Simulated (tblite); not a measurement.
Input of a run (GFN2-xTB geometry optimisation, gas phase (tblite 0.8.0)), started from a force field or distance geometry:
```
{"job": {"kind": "relax", "xc": "GFN2-xTB", "basis": "xTB"}, "charge": 0, "multiplicity": 1}
C      1.122900     2.492000     0.344900
C      1.493600     1.221700     0.428900
N      0.872400     0.048200     0.040900
C      1.533200    -1.251900     0.087800
C      2.449700    -1.451100    -1.095200
N     -0.385800     0.107600    -0.643000
C     -1.505800     0.241000     0.298900
C     -1.747700    -1.052700     1.082000
C     -2.754300     0.600900    -0.497000
H      0.163000     2.782000    -0.087800
H      1.750700     3.286000     0.716700
H      2.462600     1.008000     0.895400
H      2.105900    -1.342300     1.035100
H      0.797600    -2.068300     0.111100
H      2.932800    -2.420600    -1.055200
H      3.230300    -0.682600    -1.117600
H      1.891100    -1.385800    -2.038000
H     -0.378700     0.884500    -1.297600
H     -1.326700     1.052200     1.024000
H     -0.910100    -1.291500     1.746800
H     -2.650300    -0.960200     1.710100
H     -1.907000    -1.903800     0.403400
H     -3.615800     0.731800     0.179100
H     -2.628600     1.543700    -1.033600
H     -3.005900    -0.164500    -1.231000
```

Output (eV, eV/Å):
```
step      E/eV     max force
  0    -787.53256    1.511
  1    -787.59302    1.124
  2    -787.61585    0.428
  3    -787.63654    0.349
  4    -787.65380    0.243
  5    -787.66041    0.189
  6    -787.66531    0.179
  7    -787.66829    0.140
  8    -787.67037    0.108
  9    -787.67188    0.087
 10    -787.67337    0.096
 11    -787.67480    0.084
 12    -787.67616    0.090
 13    -787.67739    0.083
 14    -787.67856    0.074
 15    -787.67963    0.078
 16    -787.68054    0.071
 17    -787.68133    0.073
 18    -787.68209    0.076
 19    -787.68287    0.072
 20    -787.68368    0.061
 21    -787.68455    0.065
 22    -787.68553    0.082
 23    -787.68658    0.087
 24    -787.68756    0.083
 25    -787.68844    0.077
 26    -787.68931    0.073
 27    -787.69027    0.081
 28    -787.69128    0.080
 29    -787.69221    0.073
 30    -787.69301    0.060
 31    -787.69374    0.074
 32    -787.69444    0.061
 33    -787.69509    0.065
 34    -787.69569    0.065
 35    -787.69626    0.059
 36    -787.69680    0.060
 37    -787.69731    0.066
 38    -787.69784    0.075
 39    -787.69844    0.065
 40    -787.69921    0.081
 41    -787.70008    0.068
 42    -787.70085    0.060
 43    -787.70138    0.054
 44    -787.70177    0.045
 45    -787.70212    0.044
 46    -787.70244    0.040
 47    -787.70273    0.035
 48    -787.70296    0.034
 49    -787.70314    0.032
 50    -787.70329    0.031
 51    -787.70341    0.028
 52    -787.70350    0.020
 53    -787.70356    0.017
 54    -787.70359    0.013
 55    -787.70362    0.016
 56    -787.70366    0.019
 57    -787.70372    0.023
 58    -787.70379    0.022
 59    -787.70388    0.018
 60    -787.70398    0.021
 61    -787.70408    0.021
 62    -787.70418    0.021
 63    -787.70427    0.020
 64    -787.70435    0.020
 65    -787.70442    0.019
 66    -787.70448    0.017
 67    -787.70453    0.014
 68    -787.70458    0.015
 69    -787.70465    0.017
 70    -787.70473    0.021
 71    -787.70481    0.023
 72    -787.70491    0.027
 73    -787.70502    0.025
 74    -787.70515    0.029
 75    -787.70527    0.030
 76    -787.70535    0.021
 77    -787.70541    0.019
 78    -787.70547    0.019
 79    -787.70554    0.023
 80    -787.70561    0.020
 81    -787.70567    0.019
 82    -787.70572    0.020
 83    -787.70577    0.015
 84    -787.70581    0.012
 85    -787.70584    0.010
 86    -787.70587    0.011
 87    -787.70589    0.010
```

Problem. Summarise the run.

Solution. The energy falls by 0.173 eV over 87 L-BFGS steps, the largest force on an atom goes from 1.51 to 0.010 eV/Å, and the atoms move by 0.172 Å rms after alignment. The bond that changes most is N3–N6 (both ends hydrazine nitrogen), which shortens by 0.029 Å. Bonds longer at the end by more than 0.005 Å: 2 of 24; shorter: 14. Among the angles that change most is C1–C2–N3, from 132.0° to 127.3°. Among the dihedrals that turn most is C4–N3–N6–H18, from -131° to -112°. The energy never rose by more than 1e-5 eV on the way. The first step brought 35 % of the lowering.

Problem. What are the final bond lengths?

Solution. C1=C2 1.331 Å, C2–N3 1.376 Å, N3–C4 1.448 Å, C4–C5 1.530 Å, N3–N6 1.404 Å, N6–C7 1.464 Å, C7–C8 1.527 Å, C7–C9 1.524 Å, C1–H10 1.076 Å, C1–H11 1.074 Å, C2–H12 1.082 Å, C4–H13 1.093 Å, C4–H14 1.092 Å, C5–H15 1.087 Å, C5–H16 1.088 Å, C5–H17 1.087 Å, N6–H18 1.020 Å, C7–H19 1.103 Å, C8–H20 1.087 Å, C8–H21 1.087 Å, C8–H22 1.087 Å, C9–H23 1.087 Å, C9–H24 1.089 Å, C9–H25 1.087 Å. Numbering counts from 1 in the input's order; the species is `C=CN(CC)NC(C)C`.

Its GFN2-xTB frequencies are all real (lowest 47 cm⁻¹). One conformer, not necessarily the lowest. 3 starts were optimised and ended at 0.00, 1.98 and 2.59 kcal/mol (GFN2-xTB); the lowest of these is shown.

The numbers are calculated, not measured.
